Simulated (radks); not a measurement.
Task: Coherent X-ray form factor from a spherical all-electron density. Calculated with a radial shooting solver on a logarithmic mesh with Libxc functionals: Dirac Kohn-Sham, LDA (Slater exchange, Perdew-Wang correlation), spin-unpolarised, spherical densities, finite nucleus; Fermi nuclear charge, rms radius of each element as measured or else 0.836 A^(1/3) + 0.57 fm.

| sin(theta)/lambda (1/angstrom) | f0 (electrons) |
|---|---|
| 0.05 | 8.874 |
| 0.1 | 8.513 |
| 0.15 | 7.965 |
| 0.2 | 7.297 |
| 0.25 | 6.573 |
| 0.3 | 5.849 |
| 0.4 | 4.545 |
| 0.5 | 3.534 |
| 0.6 | 2.812 |
| 0.8 | 1.992 |
| 1 | 1.618 |
| 1.25 | 1.380 |
| 1.5 | 1.214 |
| 2 | 0.923 |

The species is in the configuration that NIST lists as its ground one. Which atom or ion scatters so?

Result: The neon ion Ne+, [He] 2s2 2p5. Extrapolating in s^2 from the first two rows gives f0(0) = 9.0, near the electron count 9; among species with that count, the fall with angle is slower the higher Z, and the table is that of Z = 10; from so few rows the species is fixed only to a neighbour or two.
